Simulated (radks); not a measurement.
Question: These are the eigenvalues of the occupied orbitals of an atom or ion with whole-number occupations (hartree). All-electron calculation, Dirac Kohn-Sham, PBE, spin-unpolarised, spherical densities, point nucleus. Program: a radial shooting solver on a logarithmic mesh with Libxc functionals.

| orbital | eigenvalue |
|---|---|
| 1s1/2 | -2000.345 |
| 2s1/2 | -358.3511 |
| 2p1/2 | -342.2832 |
| 2p3/2 | -312.8700 |
| 3s1/2 | -102.8864 |
| 3p1/2 | -95.93290 |
| 3p3/2 | -89.74071 |
| 3d3/2 | -77.88264 |
| 3d5/2 | -76.52628 |
| 4s1/2 | -41.38351 |
| 4p1/2 | -38.53151 |
| 4p3/2 | -36.81786 |
| 4d3/2 | -32.10553 |
| 4d5/2 | -31.75001 |
| 5s1/2 | -21.82151 |

Which element is it, and in what charge state? The configuration may be excited. Open shells, if any, fill j = l - 1/2 first.

Answer: Z = 66, dysprosium, charge +25: Dy25+ in [Ar] 3d10 4s1 4p6 4d5 5s1. The list shows which subshells hold electrons but not how many an open one holds; the 1s level, -2000.3 hartree, gives Z - s = 63.3 by -(Z - s)^2/2, which with screening and relativity narrows Z to a few neighbours, and the depths of the outer levels then fix element, charge and occupations together.
